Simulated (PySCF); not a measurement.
Computed properties of F2H5NOSi2, SMILES N[SiH2]O[SiH](F)F

F₂H₅NOSi₂, SMILES N[SiH2]O[SiH](F)F. The structure is a stationary point at r2SCAN-D4/def2-SVP. This is a generated structure with no PubChem entry under its InChIKey; it may be hypothetical. The values are those of a single conformer. All values are computed for the isolated molecule unless a solvent is named; none is compared with measurement here.

**Structure.** All 27 harmonic modes at r2SCAN-D4/def2-SVP (PySCF) are real, so it is a minimum. With heavy atoms numbered as in [SiH:1]([F:2])([F:3])[O:4][SiH2:5][NH2:6], the shortest bond between them is Si1–F2 at 1.610 Å and the longest Si5–N6 at 1.713 Å.

**Vibrations.** The strongest infrared lines (harmonic, unscaled, degenerate partners summed) lie at 1100 cm⁻¹ (481 km/mol, O 69 %, Si 24 %), 973 cm⁻¹ (377 km/mol, Si 47 %, F 35 %, H 16 %), 902 cm⁻¹ (230 km/mol, H 68 %, Si 13 %, N 10 %). The softest mode is at 28 cm⁻¹ and the zero-point energy is 40.1 kcal/mol.

**Electronic structure.** M06-2X/def2-TZVP (PySCF) places the frontier levels at -9.54 and 1.10 eV, a gap of 10.64 eV, and gives a dipole moment of 2.27 D and a mean polarisability of 54.3 bohr³. PBE/def2-TZVP (PySCF) at the same geometry gives -6.59 and -0.37 eV, so its gap is 4.42 eV narrower. An orbital gap is neither the optical nor the fundamental gap.

**Excitations.** TDDFT-PBE0/def2-SVPD (PySCF) has S1 at 6.90 eV (180 nm, f = 0.052, bright); the most intense of the 10 singlets computed lies at 7.80 eV (f = 0.06). T1 (TDA) is at 6.50 eV. TDDFT-PBE/def2-SVPD (PySCF) puts S1 at 6.21 eV. No vertical singlet excitation falls in the visible range (under 3.1 eV).

**NMR.** GIAO shifts at B3LYP/pcSseg-1 (PySCF) (non-relativistic, atoms alike by connectivity averaged): ¹H from 1.7 to 5.0 ppm against TMS; ²⁹Si from -71.2 to -41.5 ppm against TMS; ¹⁹F at -147.2 ppm against CFCl3.

**Solvation.** SMD-PBE0/6-31G* (PySCF) gives -1.4 kcal/mol in water, -3.4 kcal/mol in chloroform, -1.6 kcal/mol in n-hexane (1 M in both phases, gas-phase geometry); of these solvents chloroform holds the molecule best.
